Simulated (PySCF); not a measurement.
Q: Give a PBE0-D3(BJ)/def2-SVP geometry of InChI=1S/C9H10O/c1-10-9-6-7-2-4-8(9)5-3-7/h2-8H,1H3/t7-,8+.

A: 
```
atom  x, y, z in Å
C1     2.6511   -0.2931    0.0146
O2     1.6222    0.6442   -0.1495
C3     0.3735    0.1584   -0.1214
C4    -0.0711   -1.0949    0.0391
C5    -1.6026   -1.1476   -0.0021
C6    -2.1006   -0.1845    1.0807
C7    -1.6339    1.0528    0.9280
C8    -0.7321    1.1952   -0.3008
C9    -1.5570    0.7151   -1.4975
C10   -2.0241   -0.5209   -1.3355
H11    3.6008    0.2548   -0.0313
H12    2.6278   -1.0548   -0.7849
H13    2.5705   -0.8068    0.9892
H14    0.5272   -1.9923    0.1832
H15   -1.9846   -2.1670    0.1277
H16   -2.7663   -0.5163    1.8794
H17   -1.8472    1.9025    1.5780
H18   -0.3087    2.1981   -0.4270
H19   -1.7221    1.3532   -2.3667
H20   -2.6416   -1.0639   -2.0531
```

Orientation and origin are arbitrary. Atoms count from 1 in this order. The 2 C–O bonds span 1.340 Å (O2–C3, drawn single) to 1.402 Å (C1–O2, drawn single), a spread of 0.062 Å. The 6-membered ring C3–C4–C5–C6–C7–C8 has internal angles of 105.6° to 114.2°; it is puckered, 0.33 Å rms from its mean plane, widest ring torsion 56°. The 6-membered ring C3–C4–C5–C10–C9–C8 has internal angles of 105.6° to 114.2°; it is puckered, 0.33 Å rms from its mean plane, widest ring torsion 56°. O2 (ether oxygen) is bent (angle 116.0°).

Bonds between heavy atoms (Å): C1–O2 1.402, O2–C3 1.340, C3=C4 1.339, C4–C5 1.533, C5–C6 1.532, C6=C7 1.331, C7–C8 1.531, C8–C9 1.531, C9=C10 1.331, C3–C8 1.526, C5–C10 1.532.

Computed with PBE0-D3(BJ)/def2-SVP geometry optimisation, gas phase in PySCF 2.14.0.

Point group: Cs (tolerance 0.08 Å). No frequency check. One conformer, not necessarily the lowest (C1–O2–C3–C4 0°).
